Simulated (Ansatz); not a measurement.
Ansatz (a program for electronic structure) input (B3LYP-D3(BJ)/def2-TZVP):

Ansatz 0.2 input:
```yaml
crystal:
  periodic: [false, false, false]
  atoms:
    - {symbol: C, position_ang: [-2.18910078, 0.36274567, -0.13749745]}
    - {symbol: C, position_ang: [-0.85669185, -0.17408258, 0.19336649]}
    - {symbol: O, position_ang: [0.20280012, 0.60195138, -0.20872666]}
    - {symbol: C, position_ang: [1.46079626, 0.11001104, -0.09343908]}
    - {symbol: O, position_ang: [1.74930725, -0.97526355, 0.32005058]}
    - {symbol: H, position_ang: [-2.38110981, 0.35651994, -1.22010480]}
    - {symbol: H, position_ang: [-2.96252823, -0.23797715, 0.34043826]}
    - {symbol: H, position_ang: [-2.29666517, 1.39838329, 0.19785954]}
    - {symbol: H, position_ang: [-0.63268146, -1.19496681, 0.45831838]}
    - {symbol: H, position_ang: [2.16610394, 0.87249321, -0.44168239]}
basis:
  gaussian:
    orbitals: def2-TZVP
hamiltonian:
  xc: b3lyp
  dispersion: d3bj
magnetization: {spin_polarized: true, initial_magnetization: 1}
phonons: {temperatures: {t_min: 298.15, t_max: 298.15, t_step: 100}}
```

Output:

```
Functional definition: B3LYP
integrals: 0.08 GiB planned
1062 factors; their error is unknown
mean field: 1.06 GiB planned
mean field evaluation 1: about -7279.6682 eV, gradient 4.7e1 eV
mean field evaluation 2: about -7270.5717 eV, gradient 6.8e1 eV
mean field evaluation 4: about -7288.0821 eV, gradient 4.4e0 eV
mean field evaluation 8: about -7288.1520 eV, gradient 1.6e-1 eV
mean field evaluation 16: about -7288.1467 eV, gradient 6.7e-4 eV
mean field -7288.14670486 eV, -267.8344513202 hartree, gradient 3.3e-5 eV, S^2 0.754289; 0 other end points of the search recorded, 0 dependent functions left out
the calculation of the forces begins
reference -7288.14696176 eV, -267.8344607614 hartree; 20, 19 occupied and 165, 166 virtual orbitals, 1062 factors
these checks for a lower state are left out or cut short: stability, starts, cluster_reference, orbital_swaps, neighbouring_geometries, increment
integrals: 0.08 GiB planned
1062 factors; their error is unknown
mean field: 1.06 GiB planned
mean field -7288.14650713 eV, -267.8344440539 hartree, gradient 2.9e-6 eV, S^2 0.754286; 0 other end points of the search recorded, 0 dependent functions left out
the calculation of the forces begins
reference -7288.14676415 eV, -267.8344534993 hartree; 20, 19 occupied and 165, 166 virtual orbitals, 1062 factors
these checks for a lower state are left out or cut short: stability, starts, cluster_reference, orbital_swaps, neighbouring_geometries, increment
integrals: 0.08 GiB planned
1062 factors; their error is unknown
mean field: 1.06 GiB planned
mean field evaluation 32: about -7288.1466 eV, gradient 2.7e-4 eV
mean field -7288.14658826 eV, -267.8344470353 hartree, gradient 3.0e-6 eV, S^2 0.754293; 0 other end points of the search recorded, 0 dependent functions left out
the calculation of the forces begins
reference -7288.14684505 eV, -267.8344564724 hartree; 20, 19 occupied and 165, 166 virtual orbitals, 1062 factors
these checks for a lower state are left out or cut short: stability, starts, cluster_reference, orbital_swaps, neighbouring_geometries, increment
integrals: 0.08 GiB planned
1062 factors; their error is unknown
mean field: 1.06 GiB planned
mean field -7288.14654384 eV, -267.8344454031 hartree, gradient 3.0e-6 eV, S^2 0.754291; 0 other end points of the search recorded, 0 dependent functions left out
the calculation of the forces begins
reference -7288.14680070 eV, -267.8344548422 hartree; 20, 19 occupied and 165, 166 virtual orbitals, 1062 factors
these checks for a lower state are left out or cut short: stability, starts, cluster_reference, orbital_swaps, neighbouring_geometries, increment
integrals: 0.08 GiB planned
1062 factors; their error is unknown
mean field: 1.06 GiB planned
mean field -7288.14653408 eV, -267.8344450444 hartree, gradient 3.0e-6 eV, S^2 0.754288; 0 other end points of the search recorded, 0 dependent functions left out
the calculation of the forces begins
reference -7288.14679105 eV, -267.8344544876 hartree; 20, 19 occupied and 165, 166 virtual orbitals, 1062 factors
these checks for a lower state are left out or cut short: stability, starts, cluster_reference, orbital_swaps, neighbouring_geometries, increment
integrals: 0.08 GiB planned
1062 factors; their error is unknown
mean field: 1.06 GiB planned
mean field -7288.14655301 eV, -267.8344457399 hartree, gradient 3.0e-6 eV, S^2 0.754296; 0 other end points of the search recorded, 0 dependent functions left out
the calculation of the forces begins
reference -7288.14680992 eV, -267.8344551812 hartree; 20, 19 occupied and 165, 166 virtual orbitals, 1062 factors
these checks for a lower state are left out or cut short: stability, starts, cluster_reference, orbital_swaps, neighbouring_geometries, increment
integrals: 0.08 GiB planned
[...]
integrals: 0.08 GiB planned
1062 factors; their error is unknown
mean field: 1.06 GiB planned
mean field -7288.14668433 eV, -267.8344505660 hartree, gradient 3.0e-6 eV, S^2 0.754289; 0 other end points of the search recorded, 0 dependent functions left out
the calculation of the forces begins
reference -7288.14694127 eV, -267.8344600082 hartree; 20, 19 occupied and 165, 166 virtual orbitals, 1062 factors
these checks for a lower state are left out or cut short: stability, starts, cluster_reference, orbital_swaps, neighbouring_geometries, increment
integrals: 0.08 GiB planned
1062 factors; their error is unknown
mean field: 1.06 GiB planned
mean field evaluation 352: about -7288.1532 eV, gradient 2.6e-4 eV
mean field -7288.14668118 eV, -267.8344504502 hartree, gradient 3.0e-6 eV, S^2 0.754290; 0 other end points of the search recorded, 0 dependent functions left out
the calculation of the forces begins
reference -7288.14693806 eV, -267.8344598904 hartree; 20, 19 occupied and 165, 166 virtual orbitals, 1062 factors
these checks for a lower state are left out or cut short: stability, starts, cluster_reference, orbital_swaps, neighbouring_geometries, increment
integrals: 0.08 GiB planned
1062 factors; their error is unknown
mean field: 1.06 GiB planned
mean field -7288.14668038 eV, -267.8344504206 hartree, gradient 3.0e-6 eV, S^2 0.754291; 0 other end points of the search recorded, 0 dependent functions left out
the calculation of the forces begins
reference -7288.14693727 eV, -267.8344598613 hartree; 20, 19 occupied and 165, 166 virtual orbitals, 1062 factors
these checks for a lower state are left out or cut short: stability, starts, cluster_reference, orbital_swaps, neighbouring_geometries, increment
integrals: 0.08 GiB planned
1062 factors; their error is unknown
mean field: 1.06 GiB planned
mean field -7288.14668571 eV, -267.8344506165 hartree, gradient 3.0e-6 eV, S^2 0.754287; 0 other end points of the search recorded, 0 dependent functions left out
the calculation of the forces begins
reference -7288.14694263 eV, -267.8344600581 hartree; 20, 19 occupied and 165, 166 virtual orbitals, 1062 factors
these checks for a lower state are left out or cut short: stability, starts, cluster_reference, orbital_swaps, neighbouring_geometries, increment
integrals: 0.08 GiB planned
1062 factors; their error is unknown
mean field: 1.06 GiB planned
mean field -7288.14658614 eV, -267.8344469575 hartree, gradient 3.0e-6 eV, S^2 0.754283; 0 other end points of the search recorded, 0 dependent functions left out
the calculation of the forces begins
reference -7288.14684303 eV, -267.8344563981 hartree; 20, 19 occupied and 165, 166 virtual orbitals, 1062 factors
these checks for a lower state are left out or cut short: stability, starts, cluster_reference, orbital_swaps, neighbouring_geometries, increment
integrals: 0.08 GiB planned
1062 factors; their error is unknown
mean field: 1.06 GiB planned
mean field evaluation 384: about -7288.1466 eV, gradient 2.7e-6 eV
mean field -7288.14662210 eV, -267.8344482788 hartree, gradient 3.0e-6 eV, S^2 0.754296; 0 other end points of the search recorded, 0 dependent functions left out
the calculation of the forces begins
reference -7288.14687902 eV, -267.8344577205 hartree; 20, 19 occupied and 165, 166 virtual orbitals, 1062 factors
these checks for a lower state are left out or cut short: stability, starts, cluster_reference, orbital_swaps, neighbouring_geometries, increment
integrals: 0.08 GiB planned
1062 factors; their error is unknown
mean field: 1.06 GiB planned
mean field -7288.14670370 eV, -267.8344512777 hartree, gradient 3.0e-6 eV, S^2 0.754295; 0 other end points of the search recorded, 0 dependent functions left out
the calculation of the forces begins
reference -7288.14696061 eV, -267.8344607191 hartree; 20, 19 occupied and 165, 166 virtual orbitals, 1062 factors
these checks for a lower state are left out or cut short: stability, starts, cluster_reference, orbital_swaps, neighbouring_geometries, increment
integrals: 0.08 GiB planned
1062 factors; their error is unknown
mean field: 1.06 GiB planned
mean field -7288.14668847 eV, -267.8344507179 hartree, gradient 3.0e-6 eV, S^2 0.754284; 0 other end points of the search recorded, 0 dependent functions left out
the calculation of the forces begins
reference -7288.14694537 eV, -267.8344601588 hartree; 20, 19 occupied and 165, 166 virtual orbitals, 1062 factors
these checks for a lower state are left out or cut short: stability, starts, cluster_reference, orbital_swaps, neighbouring_geometries, increment
integrals: 0.08 GiB planned
1062 factors; their error is unknown
mean field: 1.06 GiB planned
mean field -7288.14666939 eV, -267.8344500167 hartree, gradient 2.9e-6 eV, S^2 0.754289; 0 other end points of the search recorded, 0 dependent functions left out
the calculation of the forces begins
reference -7288.14692636 eV, -267.8344594603 hartree; 20, 19 occupied and 165, 166 virtual orbitals, 1062 factors
these checks for a lower state are left out or cut short: stability, starts, cluster_reference, orbital_swaps, neighbouring_geometries, increment
integrals: 0.08 GiB planned
1062 factors; their error is unknown
mean field: 1.06 GiB planned
mean field -7288.14663007 eV, -267.8344485717 hartree, gradient 3.0e-6 eV, S^2 0.754290; 0 other end points of the search recorded, 0 dependent functions left out
the calculation of the forces begins
reference -7288.14688691 eV, -267.8344580104 hartree; 20, 19 occupied and 165, 166 virtual orbitals, 1062 factors
these checks for a lower state are left out or cut short: stability, starts, cluster_reference, orbital_swaps, neighbouring_geometries, increment
integrals: 0.08 GiB planned
1062 factors; their error is unknown
mean field: 1.06 GiB planned
mean field evaluation 416: about -7288.1463 eV, gradient 3.5e-1 eV
mean field -7288.14665584 eV, -267.8344495190 hartree, gradient 3.0e-6 eV, S^2 0.754289; 0 other end points of the search recorded, 0 dependent functions left out
the calculation of the forces begins
reference -7288.14691284 eV, -267.8344589635 hartree; 20, 19 occupied and 165, 166 virtual orbitals, 1062 factors
these checks for a lower state are left out or cut short: stability, starts, cluster_reference, orbital_swaps, neighbouring_geometries, increment
integrals: 0.08 GiB planned
1062 factors; their error is unknown
mean field: 1.06 GiB planned
mean field -7288.14664043 eV, -267.8344489525 hartree, gradient 3.0e-6 eV, S^2 0.754289; 0 other end points of the search recorded, 0 dependent functions left out
the calculation of the forces begins
reference -7288.14689725 eV, -267.8344583904 hartree; 20, 19 occupied and 165, 166 virtual orbitals, 1062 factors
these checks for a lower state are left out or cut short: stability, starts, cluster_reference, orbital_swaps, neighbouring_geometries, increment
integrals: 0.08 GiB planned
1062 factors; their error is unknown
mean field: 1.06 GiB planned
mean field -7288.14668383 eV, -267.8344505474 hartree, gradient 3.0e-6 eV, S^2 0.754290; 0 other end points of the search recorded, 0 dependent functions left out
the calculation of the forces begins
reference -7288.14694070 eV, -267.8344599873 hartree; 20, 19 occupied and 165, 166 virtual orbitals, 1062 factors
these checks for a lower state are left out or cut short: stability, starts, cluster_reference, orbital_swaps, neighbouring_geometries, increment
integrals: 0.08 GiB planned
1062 factors; their error is unknown
mean field: 1.06 GiB planned
mean field -7288.14669215 eV, -267.8344508532 hartree, gradient 3.0e-6 eV, S^2 0.754289; 0 other end points of the search recorded, 0 dependent functions left out
the calculation of the forces begins
reference -7288.14694909 eV, -267.8344602955 hartree; 20, 19 occupied and 165, 166 virtual orbitals, 1062 factors
Total energy: -7288.41527428 eV, -267.8443210645 hartree
Atom 0 at    -2.189101     0.362746    -0.137497 Å, force    -0.000057    -0.000396    -0.000150 eV/Å
Atom 1 at    -0.856692    -0.174083     0.193366 Å, force     0.000151    -0.000191     0.000113 eV/Å
Atom 2 at     0.202800     0.601951    -0.208727 Å, force     0.000209    -0.000106     0.000051 eV/Å
Atom 3 at     1.460796     0.110011    -0.093439 Å, force    -0.000222     0.001001    -0.000361 eV/Å
Atom 4 at     1.749307    -0.975264     0.320051 Å, force    -0.000085    -0.000969     0.000379 eV/Å
Atom 5 at    -2.381110     0.356520    -1.220105 Å, force     0.000166     0.000086    -0.000219 eV/Å
Atom 6 at    -2.962528    -0.237977     0.340438 Å, force    -0.000368    -0.000090     0.000220 eV/Å
Atom 7 at    -2.296665     1.398383     0.197860 Å, force     0.000006     0.000417     0.000135 eV/Å
Atom 8 at    -0.632681    -1.194967     0.458318 Å, force     0.000118     0.000067    -0.000036 eV/Å
Atom 9 at     2.166104     0.872493    -0.441682 Å, force     0.000081     0.000179    -0.000131 eV/Å
Dipole moment:    -0.322488     0.279097    -0.145444 e Å
Vibrations: 80.14 148.67 232.19 301.81 391.07 420.99 791.71 881.32 995.71 1008.48 1113.80 1147.40 1178.57 1372.07 1406.13 1425.76 1463.19 1482.23 1786.07 2964.83 3040.33 3061.91 3111.75 3236.84 cm⁻¹, zero-point energy 2.048404 eV
```

It need not be the lowest isomer of its formula.
